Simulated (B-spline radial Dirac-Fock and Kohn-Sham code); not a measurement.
Two-hole binding energies of Cl⁻

System: chlorine as Cl⁻, [Ne] 3s2 3p6, inside a Watson sphere of charge +1 and radius 1.538 Å (a model of the Madelung potential; inside it an electron's potential energy is lowered by 9.4 eV).

Input file task.json (cfg lists n, l and occupation; rrms is the nuclear radius in fm):

```json
{"items": [{
  "Z": 17,
  "q": -1,
  "cfg": [[1, 0, 2], [2, 0, 2], [2, 1, 6], [3, 0, 2], [3, 1, 6]],
  "A": 35,
  "rrms": 3.3654,
  "watson": [1, 1.538],
  "do": ["binding", "quiet", "double"]
}]}
```

Launch: `python xray_run.py task.json out`

These are calculated numbers from a radial finite-basis atomic code; the model is Dirac-Fock energy differences between relaxed states, corrected for Breit and QED terms. U is the two-hole binding energy less the two single-hole energies, the effective repulsion of the holes after relaxation. Each two-hole energy is an average over J within one jj subconfiguration.

```
          holes  E(a) (eV)  E(b) (eV)  E(ab) (eV)  U (eV)
           1s⁻²     2827.1     2827.1      5878.4   224.2
   1s⁻¹ 2p3/2⁻¹     2827.1      204.7      3084.2    52.3
   1s⁻¹ 3p1/2⁻¹     2827.1      11.13      2851.2    13.0
   1s⁻¹ 3p3/2⁻¹     2827.1      11.02      2851.0    12.9
   2s⁻¹ 2p1/2⁻¹      276.9      206.4       515.3    32.0
   2s⁻¹ 2p3/2⁻¹      276.9      204.7           ?       ?
        2p1/2⁻²      206.4      206.4       453.4    40.7
2p1/2⁻¹ 2p3/2⁻¹      206.4      204.7       448.7    37.6
        2p3/2⁻²      204.7      204.7       448.0    38.5
   2p3/2⁻¹ 3s⁻¹      204.7      26.70       245.8    14.4
2p1/2⁻¹ 3p3/2⁻¹      206.4      11.02       230.1    12.8
2p3/2⁻¹ 3p1/2⁻¹      204.7      11.13       228.7    12.8
        3p1/2⁻²      11.13      11.13       33.42    11.2
        3p3/2⁻²      11.02      11.02       32.67    10.6
```

Problem. Give the missing two-hole energy and U.

Solution. E(ab) = 513.6 eV and U = 32.0 eV.
